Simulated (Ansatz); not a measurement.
Relaxation of the cluster Nb2S6 with UKS PBE-D4/def2-SVP.

```sh
$ ansatz run in.yaml --threads 4 --pin off --events-out ev --progress --plain --max-ram 6963MiB
```

```yaml
crystal:
  periodic: [false, false, false]
  atoms:
    - {symbol: Nb, position_ang: [0.614969, 0.782166, -2.225627]}
    - {symbol: Nb, position_ang: [-0.044693, -0.123216, 0.106223]}
    - {symbol: S, position_ang: [-0.524762, 0.126393, 2.558111]}
    - {symbol: S, position_ang: [-2.090651, -0.621531, 1.339486]}
    - {symbol: S, position_ang: [-1.378993, -0.294858, -2.057701]}
    - {symbol: S, position_ang: [0.470669, 2.189716, -0.375883]}
    - {symbol: S, position_ang: [1.897642, -0.881055, -1.357025]}
    - {symbol: S, position_ang: [1.055828, -1.177604, 2.012407]}
basis:
  gaussian: {orbitals: def2-SVP}
magnetization: {spin_polarized: true, initial_magnetization: 4}
hamiltonian: {xc: pbe, dispersion: d4}
scf: {lower_state_search: "off"}
output: {orbitals: {seedname: orbitals}}
relax: {f_tol: 0.03, max_steps: 70}
```

Hardware: 4 threads of Arm Neoverse V1 on a shared host. Wall time 40 s.

Positions (Å) and forces (eV/Å) at steps 1, 2, 3, 4, 5, 6 of 6:

```xyz
8
step=1 energy=-68072.7127 eV
Nb    0.615    0.782   -2.226    0.995    1.824   -3.121
Nb   -0.045   -0.123    0.106   -0.605   -0.799    2.163
S    -0.525    0.126    2.558    0.004   -0.056   -0.052
S    -2.091   -0.622    1.339   -0.160    0.027   -0.038
S    -1.379   -0.295   -2.058   -0.803   -0.647    0.128
S     0.471    2.190   -0.376   -0.010    0.543    0.500
S     1.898   -0.881   -1.357    0.421   -0.863    0.390
S     1.056   -1.178    2.012    0.158   -0.029    0.030
8
step=2 energy=-68073.1966 eV
Nb    0.666    0.869   -2.392    0.132    0.341   -0.327
Nb   -0.066   -0.148    0.186    0.151    0.463   -0.320
S    -0.536    0.102    2.592   -0.040    0.054    0.237
S    -2.124   -0.622    1.375    0.005   -0.050   -0.127
S    -1.343   -0.310   -2.056    0.392   -0.236    0.376
S     0.473    2.178   -0.394   -0.105   -0.454    0.110
S     1.861   -0.883   -1.370   -0.562   -0.064    0.172
S     1.070   -1.187    2.058    0.028   -0.054   -0.121
8
step=3 energy=-68073.3726 eV
Nb    0.704    0.982   -2.477   -0.135   -0.059    0.585
Nb   -0.064   -0.076    0.236    0.457    0.655   -1.595
S    -0.548    0.083    2.631   -0.086   -0.134    0.293
S    -2.120   -0.634    1.379   -0.019    0.076    0.017
S    -1.185   -0.423   -2.023    0.243   -0.078    0.357
S     0.476    2.200   -0.394   -0.120   -0.558    0.091
S     1.675   -0.934   -1.411   -0.374    0.033    0.225
S     1.061   -1.197    2.059    0.034    0.065    0.027
8
step=4 energy=-68073.4282 eV
Nb    0.700    1.049   -2.398   -0.035   -0.262   -0.057
Nb   -0.037    0.020    0.190   -0.044   -0.558   -0.256
S    -0.546    0.072    2.614   -0.046   -0.173    0.072
S    -2.102   -0.607    1.317    0.149    0.172    0.044
S    -1.078   -0.581   -1.981   -0.185    0.371    0.080
S     0.470    2.263   -0.314    0.000   -0.056   -0.049
S     1.516   -1.044   -1.426    0.251    0.294    0.173
S     1.079   -1.171    1.997   -0.089    0.212   -0.008
8
step=5 energy=-68073.4899 eV
Nb    0.698    1.013   -2.422    0.020    0.032   -0.065
Nb   -0.046   -0.038    0.182    0.039    0.136   -0.069
S    -0.549    0.065    2.625   -0.005   -0.025    0.001
S    -2.110   -0.595    1.332    0.029   -0.011    0.027
S    -1.131   -0.504   -1.988   -0.066   -0.020    0.009
S     0.465    2.210   -0.337   -0.024   -0.072    0.051
S     1.589   -0.989   -1.407    0.047   -0.039    0.033
S     1.084   -1.161    2.014   -0.039   -0.001    0.012
8
step=6 energy=-68073.4915 eV
Nb    0.699    1.012   -2.427    0.003   -0.013   -0.027
Nb   -0.044   -0.032    0.180    0.011    0.023   -0.029
S    -0.550    0.065    2.627   -0.001   -0.027   -0.022
S    -2.106   -0.599    1.332   -0.003    0.006    0.015
S    -1.137   -0.501   -1.985   -0.001    0.002    0.014
S     0.465    2.208   -0.338   -0.004    0.001    0.021
S     1.595   -0.989   -1.401   -0.003    0.003    0.013
S     1.078   -1.164    2.013   -0.002    0.004    0.015
```

In the def2 sets Nb takes a core potential; there is no spin–orbit coupling. The relaxation made no stability test and no search for a lower SCF solution. At PBE-D4/def2-SVP a singlet of charge 0 lies 2.50 eV below the quintet, each at its own geometry. The structure comes from a short search, and lower isomers may exist.
